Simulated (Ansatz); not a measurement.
`BO[SiH](O)S`, relaxed with RKS PBE0-D4/def2-TZVP in Ansatz from a PBE-D4/def2-SVP geometry. The force threshold is 0.005 eV/Å; the program also tests the step.

The species carries charge 0 and has multiplicity 1.

Start:

```xyz
10

B     1.194    1.145    0.943
O     0.379    0.062    0.900
Si   -0.694   -0.630   -0.215
O    -0.302   -2.231   -0.433
S    -0.512    0.189   -2.181
H     1.229    1.936    0.010
H     1.868    1.305    1.945
H    -2.039   -0.438    0.413
H    -0.378   -2.795    0.357
H    -0.744    1.457   -1.737
```

Question: How much energy does the relaxation release, and in how many steps? (An estimate is asked.)

Answer: Computed: 8.06 kJ/mol, in 30 steps, 2 of them rejected.

Question: Which bonds change most? (Estimate.)

Answer: Ansatz gave: O2–Si3 from 1.695 to 1.650 Å; Si3–O4 from 1.663 to 1.629 Å; B1–H6 from 1.223 to 1.201 Å; Si3–S5 from 2.137 to 2.116 Å.

Question: Give the relaxed structure. (Estimate.)

Answer: Ansatz gave: 
```xyz
10

B     1.204    1.071    0.985
O     0.383    0.008    0.877
Si   -0.694   -0.581   -0.225
O    -0.430   -2.182   -0.374
S    -0.451    0.173   -2.188
H     1.247    1.896    0.113
H     1.874    1.161    1.976
H    -2.031   -0.254    0.313
H    -0.097   -2.649    0.394
H    -1.003    1.357   -1.871
```
